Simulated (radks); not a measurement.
Values are calculated unless marked as measured or tabulated.
Problem. Coherent X-ray form factor from a spherical all-electron density. Level of theory: scalar-relativistic Kohn-Sham, r2SCAN, spin-unpolarised, spherical densities, finite nucleus; meta-GGA in the generalised Kohn-Sham scheme; Fermi nuclear charge, rms radius of each element as measured or else 0.836 A^(1/3) + 0.57 fm (a radial shooting solver on a logarithmic mesh with Libxc functionals).

| sin(theta)/lambda (1/angstrom) | f0 (electrons) |
|---|---|
| 0.05 | 2.937 |
| 0.1 | 2.768 |
| 0.15 | 2.540 |
| 0.2 | 2.304 |
| 0.25 | 2.094 |
| 0.3 | 1.925 |
| 0.4 | 1.693 |
| 0.5 | 1.540 |
| 0.6 | 1.407 |
| 0.8 | 1.143 |
| 1 | 0.894 |
| 1.25 | 0.639 |
| 1.5 | 0.453 |
| 2 | 0.232 |

The species is in the configuration that NIST lists as its ground one. Which atom or ion scatters so?

Solution. The boron ion B2+, [He] 2s1. Extrapolating in s^2 from the first two rows gives f0(0) = 3.0, near the electron count 3; among species with that count, the fall with angle is slower the higher Z, and the table is that of Z = 5; from so few rows the species is fixed only to a neighbour or two.
